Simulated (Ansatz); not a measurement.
W₂S₄⁻. Charge -1, multiplicity 2. Geometry PBE-D4/def2-SVPD; atoms count from 1.

```xyz
6

W    -0.8813    0.7141   -0.4371
W     0.9042   -0.7864   -0.2119
S    -1.5459    1.7246    1.3998
S    -1.2635   -1.6141   -0.7317
S     1.7245   -1.0307    1.8144
S     1.0619    0.9925   -1.8334
```

In the def2 sets W takes a core potential; there is no spin–orbit coupling. The charge -1 doublet is spin-contaminated (final ⟨S²⟩ up to 0.90, 0.75 for a pure state). No other spin state of charge -1 was run. Another isomer (doublet) lies 0.22 eV lower at PBE0-D4/def2-TZVPD; other spin states weren't run for this one.

Q: Estimate the Mulliken populations from the PBE0/def2-TZVPD orbitals of Ansatz.

A: 
```
atom  charge (e)  spin (α − β)  d electrons
  W1        0.85         -0.06         4.19
  W2        0.86          0.81         4.21
  S3       -0.64          0.01            –
  S4       -0.67          0.17            –
  S5       -0.64          0.01            –
  S6       -0.76          0.05            –
```
Mulliken values and Mayer orders depend strongly on the basis. With diffuse functions, as here, like atoms can get unlike values, and bond orders can come out too low or too high.

Q: Where does the spin sit?

A: Summed by element: W 0.76, S 0.24, of 1 unpaired in all. Largest on single atoms: W2 0.81, S4 0.17, W1 -0.06.

Q: And the Mayer bond orders between bonded heavy atoms (over 0.3)?

A: W1–W2 1.94 (2.34 Å); W1–S3 1.86 (2.20 Å); W1–S4 0.94 (2.38 Å); W1–S6 0.87 (2.41 Å); W2–S4 0.92 (2.38 Å); W2–S5 1.85 (2.20 Å); W2–S6 0.83 (2.41 Å).
